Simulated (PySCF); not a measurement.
C3H7BF2O, SMILES O[C@H](C)B(CF)F.

Geometry optimised at r2SCAN-D4/def2-SVP. The structure was generated by enumeration; whether it is a known compound was not checked. Other conformers were not sampled.

All values below come from PySCF 2.14.0 with r2SCAN-D4/def2-SVP.

No scaling factor is applied to the harmonic values.

Computed vibrational spectrum:
```tsv
mode	ν (cm⁻¹)	IR (km/mol)	moving atoms (share of kinetic energy)
1	64	0.7	F 30 %, C 28 %, O 26 %, H 16 %
2	107	6.9	H 37 %, F 32 %, C 30 %
3	153	6.3	F 57 %, C 17 %, H 12 %, O 9 %
4	177	0.2	C 46 %, H 31 %, F 12 %
5	233	1.8	F 42 %, O 34 %, H 15 %
6	285	0.2	H 80 %, F 9 %
7	325	98.6	H 88 %
8	397	37.2	H 33 %, O 26 %, C 20 %, B 15 %
9	419	8.9	F 51 %, C 23 %, H 12 %
10	470	1.5	H 34 %, B 23 %, C 22 %, F 17 %
11	542	22.8	C 43 %, O 19 %, H 17 %, F 11 %, B 9 %
12	673	2.0	C 48 %, H 26 %, F 22 %
13	825	11.2	H 44 %, B 31 %, C 23 %
14	904	12.7	H 42 %, C 39 %, O 16 %
15	995	13.7	H 68 %, C 20 %, B 10 %
16	1046	82.1	C 42 %, H 20 %, F 20 %, B 18 %
17	1072	29.2	C 61 %, H 25 %, F 9 %
18	1099	113.0	C 41 %, H 22 %, O 16 %, B 12 %, F 9 %
19	1166	3.6	H 54 %, C 23 %, B 12 %
20	1221	39.8	H 75 %, B 16 %
21	1239	7.0	H 91 %
22	1282	134.9	H 45 %, B 25 %, C 17 %, F 12 %
23	1310	37.9	H 72 %, C 19 %
24	1364	3.6	H 79 %, C 20 %
25	1397	60.6	H 40 %, B 28 %, C 27 %
26	1424	11.1	H 89 %
27	1434	48.8	H 58 %, B 20 %, C 16 %
28	1471	9.9	H 96 %
29	1491	36.1	H 72 %, C 18 %, B 8 %
30	2927	44.4	H 93 %
31	3005	19.2	H 95 %
32	3020	25.7	H 97 %
33	3057	14.4	H 91 %, C 9 %
34	3110	20.1	H 91 %, C 9 %
35	3147	6.7	H 91 %, C 9 %
36	3807	18.6	H 94 %
```
